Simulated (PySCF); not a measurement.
All numbers come from UPBE0/[Ru def2-SVP with ECP28, I def2-SVP with ECP28], scalar-relativistic core potentials, density fitting, no spin–orbit coupling, PySCF.

```xyz
3
charge 0 multiplicity 5, angstrom
Ru    0.0000    0.0000    0.0000
I     0.0000    0.0000    2.5750
I     0.0000    0.0000   -2.5750
```

RuI₂ (quintet), along the line from Ru1 (at 0) through I2 (at 2.575 Å). Core electrons replaced by a potential are absent, the electrostatic potential uses the reduced nuclear charge, and values within about 0.7 Å of such atoms have no physical meaning.

Tabulate the fields along this line at -0.77, 0.77, 0.90, 1.03, 1.16, 1.29, 1.42, 1.55, 1.67, 1.80, 3.35, 3.48, 3.61, 3.73, 3.86, 3.99, 4.12 Å.


| distance (Å) | electron density (e/Å³) | spin density (e/Å³) | electron localisation function | electrostatic potential (V) |
| --- | --- | --- | --- | --- |
| -0.77 | 1.96 | 0.498 | 0.524 | 38 |
| 0.77 | 1.96 | 0.498 | 0.524 | 38 |
| 0.90 | 1.01 | 0.239 | 0.307 | 23.9 |
| 1.03 | 0.631 | 0.105 | 0.216 | 16.3 |
| 1.16 | 0.513 | 0.0399 | 0.28 | 12.6 |
| 1.29 | 0.521 | 0.00859 | 0.481 | 11.7 |
| 1.42 | 0.604 | -0.00699 | 0.625 | 13.4 |
| 1.55 | 0.746 | -0.0148 | 0.572 | 18.4 |
| 1.67 | 0.986 | -0.0173 | 0.356 | 27.9 |
| 1.80 | 1.56 | -0.0144 | 0.219 | 44.4 |
| 3.35 | 1.57 | -0.0014 | 0.263 | 43.3 |
| 3.48 | 0.919 | -0.00082 | 0.408 | 26.6 |
| 3.61 | 0.606 | -8.76e-05 | 0.622 | 16.5 |
| 3.73 | 0.403 | 0.00044 | 0.736 | 10.3 |
| 3.86 | 0.262 | 0.000678 | 0.77 | 6.49 |
| 3.99 | 0.167 | 0.000691 | 0.754 | 4.13 |
| 4.12 | 0.105 | 0.000585 | 0.696 | 2.66 |

On a grid of 0.13 Å the density has a local minimum along the bond near 1.16 Å from Ru, at 0.51 e/Å³, where the ELF is 0.28.

Open d and f shells are described by one determinant, and the ground state may have another occupation or spin. Spin–orbit coupling, left out here, can matter for elements this heavy.
